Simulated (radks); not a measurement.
Q: S+, configuration [Ne] 3s2 3p3. Method: Dirac Kohn-Sham, PBE, spin-unpolarised, spherical densities, finite nucleus; open shells are shared between the two j in proportion to 2j + 1; Fermi nuclear charge, rms radius 3.2611 fm; computed with a radial shooting solver on a logarithmic mesh with Libxc functionals.

Spin-orbit splittings of the eigenvalues, e(l+1/2) - e(l-1/2), with zeta = 2 splitting/(2l+1) and mean radii in bohr:

shell  occ.  splitting (eV)  zeta (eV)  <r> j=l-1/2  <r> j=l+1/2
2p        6           1.264     0.8426       0.4407       0.4430
3p        3               ?          ?        1.891        1.898

Estimate the 3p splitting.

A: 0.09899 eV (zeta = 0.06600 eV).
